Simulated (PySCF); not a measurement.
# Reading the logs of faulty runs: CH4NOSi

These are calculations, not measurements. They come from PySCF 2.14.0, an open-source quantum chemistry program, on an isolated molecule that a program drew, which may never have been made. The molecule is CH4NOSi (charge 0, doublet), drawn as the SMILES string `[CH2][Si](N)=O`.

Each row is a Hartree-Fock (HF) and frozen-core CCSD(T) single point in the cc-pV(D+d)Z basis, meant for a local HF minimum. Run 1 is clean. Each other run has one planted mistake out of seven kinds, and not every kind appears here: one electron removed, one electron added, multiplicity raised by two, geometry at a saddle point, minimal basis STO-3G, one bond length entered in bohr, all coordinates scaled. The reference is restricted for singlets and unrestricted otherwise, and also for a bond in bohr. Adding or removing an electron swaps singlet and doublet. Electrons count all cores. HOMO and LUMO are orbital energies over both spins, the gradient is its largest component, and the lowest frequency (negative if imaginary) is given only where the gradient is small. Bond lengths are over the 7 bonds as drawn. T1 is the CCSD diagnostic: over 0.02 (restricted) or 0.045 (unrestricted) a single reference is doubtful.

Geometry of the clean run:
```xyz
8
CH4NOSi, angstrom
C    -0.5701    0.4166    2.5311
Si    0.3924    0.1831    0.9968
N    -0.5225    0.6464   -0.3234
O     1.7928   -0.3444    0.9257
H    -1.5844    0.8027    2.5568
H    -0.1397    0.1673    3.4949
H    -1.4573    0.9990   -0.2781
H    -0.1657    0.5921   -1.2577
```

| run | electrons | basis functions | <S^2> | HOMO (eV) | LUMO (eV) | gradient (hartree/bohr) | lowest frequency (cm^-1) | mean bond (Å) | longest bond (Å) | T1 | HF (hartree) | CCSD(T) (hartree) | mistake |
|---|---|---|---|---|---|---|---|---|---|---|---|---|---|
| 1 | 39 | 85 | 0.760 | -11.01 | 1.31 | 2.0e-05 | 220 | 1.3097 | 1.826 | 0.0181 | -458.46320 | -459.06880 | no fault |
| 2 | 40 | 85 | 0.000 | -1.37 | 8.88 | 1.0e-01 | - | 1.3097 | 1.826 | 0.0152 | -458.45555 | -459.09469 | one electron added |
| 3 | 39 | 28 | 1.123 | -5.29 | 7.75 | 1.0e-01 | - | 1.3097 | 1.826 | 0.0462 | -452.83070 | -453.04682 | minimal basis STO-3G |
| 4 | 39 | 85 | 1.811 | -8.61 | 0.83 | 2.4e-02 | - | 1.5222 | 3.159 | 0.0236 | -458.31752 | -458.89592 | one bond length entered in bohr |
| 5 | 38 | 85 | 0.000 | -16.45 | -8.29 | 9.1e-02 | - | 1.3097 | 1.826 | 0.0525 | -458.10503 | -458.71552 | one electron removed |
| 6 | 39 | 85 | 0.761 | -10.90 | 1.27 | 4.3e-02 | - | 1.3438 | 1.874 | 0.0193 | -458.45699 | -459.07009 | ? |

**Which mistake was planted in run 6, and what did it cost?**

The mean and the longest bond both change by the same factor, 1.026, and the gradient is no longer small. So the mistake is: all coordinates scaled. Subtracting run 1 and multiplying by 627.51 kcal/mol a hartree, the energy moved by 3.9 kcal/mol in HF and -0.8 kcal/mol in CCSD(T).

Cautions from the logs. Run 3: T1 is over the limit, so its CCSD(T) energy is less reliable; run 5: T1 is over the limit, so its CCSD(T) energy is less reliable.
